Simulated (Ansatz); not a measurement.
Start from `C[O][GeH]([F])[AlH2]` and change one atom or group to get `C[O][GeH]([F])[SH]`.

Ansatz, PBE0-D4/def2-TZVP geometries, multiplicity 1. Each molecule was computed in one conformer, which needn't be the lowest.

Scalar relativity is left out up to krypton.

```json
{"property": "LUMO energy (B3LYP/def2-TZVPP) / eV", "`C[O][GeH]([F])[AlH2]`": "-2.62"}
{"property": "HOMO energy (ωB97M-V/def2-TZVPP) / eV", "`C[O][GeH]([F])[AlH2]`": "-9.96"}
{"property": "LUMO energy (PBE0/def2-TZVPP) / eV", "`C[O][GeH]([F])[AlH2]`": "-2.42"}
{"property": "HOMO–LUMO gap (PBE0/def2-TZVPP) / eV", "`C[O][GeH]([F])[AlH2]`": "5.48"}
{"property": "size of the dipole moment (ωB97M-V/def2-TZVPP) / D", "`C[O][GeH]([F])[AlH2]`": "1.95"}
{"property": "LUMO energy (ωB97M-V/def2-TZVPP) / eV", "`C[O][GeH]([F])[AlH2]`": "-0.77"}
```

Give the same properties after the change, and the shifts. (Estimate.)

Ansatz gave: 
```
                                          property  `C[O][GeH]([F])[SH]`  shift
               LUMO energy (B3LYP/def2-TZVPP) / eV                 -0.55   2.07
             HOMO energy (ωB97M-V/def2-TZVPP) / eV                -10.19  -0.23
                LUMO energy (PBE0/def2-TZVPP) / eV                 -0.24   2.18
              HOMO–LUMO gap (PBE0/def2-TZVPP) / eV                  7.72   2.24
size of the dipole moment (ωB97M-V/def2-TZVPP) / D                  0.88  -1.07
             LUMO energy (ωB97M-V/def2-TZVPP) / eV                  1.79   2.56
```

With PBE0 the HOMO falls by 0.06 eV and the LUMO rises by 2.18 eV, so the gap widens by about 2.24 eV. PBE moves the HOMO by -0.15 eV and ωB97M-V by -0.23 eV. Dipoles are sizes alone; their direction can turn.

B3LYP here is the variant with VWN-RPA as its local correlation; programs differ in this.
